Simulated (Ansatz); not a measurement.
Geometry optimisation, RKS LDA/def2-SVP in Ansatz 0.2.0.

Input file:

```yaml
crystal:
  periodic: [false, false, false]
  atoms:
    - { symbol: Ge, position_ang: [0.0, 0.0, 0.0] }
    - { symbol: C, position_ang: [0.0, 0.0, 2.31] }
    - { symbol: H, position_ang: [-0.9996, -0.3092, 2.6805] }
    - { symbol: H, position_ang: [0.7676, -0.7111, 2.6805] }
    - { symbol: H, position_ang: [0.232, 1.0203, 2.6805] }
    - { symbol: H, position_ang: [1.4616, 0.0, -0.5162] }
    - { symbol: H, position_ang: [-0.73, 1.2648, -0.5162] }
    - { symbol: H, position_ang: [-0.73, -1.2648, -0.5162] }
    - { symbol: O, position_ang: [0.7702, -1.8071, 0.6527] }
    - { symbol: H, position_ang: [0.1354, -2.5529, 0.4061] }
    - { symbol: H, position_ang: [0.5057, -1.1865, 1.8087] }
basis:
  gaussian: { orbitals: def2-SVP }
hamiltonian:
  xc: lda
relax:
  f_tol: 0.15
  max_steps: 25
  restrain:
    - { distance: [0, 8], at: 1.77, k: 30.0 }
    - { distance: [10, 1], at: 1.11, k: 30.0 }
    - { distance: [0, 1], at: 3.16, k: 30.0 }
    - { distance: [10, 8], at: 2.21, k: 30.0 }
```

Run as:

```bash
$ ansatz run input.yaml --threads 2 --pin off --max-ram 3072MiB --backend cpu --events-out ev --progress --plain --runs-dir out
```

**Question.** Where does it end, and by what steps?

**Answer.** The run converged. The restraints hold the end off the free minimum. After 19 steps the energy has fallen by 3.510 eV (the restraints' own energy left out); H7 moved furthest, 1.66 Å.

| step | energy less start (eV) | largest force component (eV/Å) | accepted |
| --- | --- | --- | --- |
| 0 | 0.0000 | 4.106 | yes |
| 1 | 1.2383 | 4.042 | yes |
| 2 | 1.5440 | 4.365 | yes |
| 3 | 0.0477 | 3.254 | yes |
| 4 | -1.2671 | 1.589 | yes |
| 5 | -2.1535 | 1.103 | yes |
| 6 | -2.5469 | 1.060 | yes |
| 7 | -2.9236 | 1.235 | yes |
| 8 | -3.1055 | 1.182 | yes |
| 9 | -3.2774 | 1.134 | yes |
| 10 | -3.3554 | 0.785 | yes |
| 11 | -3.3770 | 0.810 | yes |
| 12 | -3.3927 | 0.679 | yes |
| 13 | -3.4206 | 0.698 | yes |
| 14 | -3.4404 | 0.672 | yes |
| 15 | -3.4544 | 0.645 | yes |
| 16 | -3.4849 | 0.491 | yes |
| 17 | -3.5066 | 0.375 | yes |
| 18 | -3.4990 | 0.871 | no |
| 19 | -3.5103 | 0.341 | yes |

```xyz
11
Properties=species:S:1:pos:R:3
Ge -0.036 -0.512 -0.438
C 0.305 -0.012 2.673
H -0.797 -0.014 2.821
H 0.804 -0.001 3.663
H 0.597 0.901 2.115
H 1.132 0.476 -0.292
H -1.297 -0.044 0.325
H -0.393 -0.708 -1.935
O 0.598 -2.041 0.205
H -0.110 -2.671 0.423
H 0.610 -0.920 2.109
```

Run time: 38 s on 2 threads of Arm Neoverse N1 (shared host), peak memory 0.13 GiB.
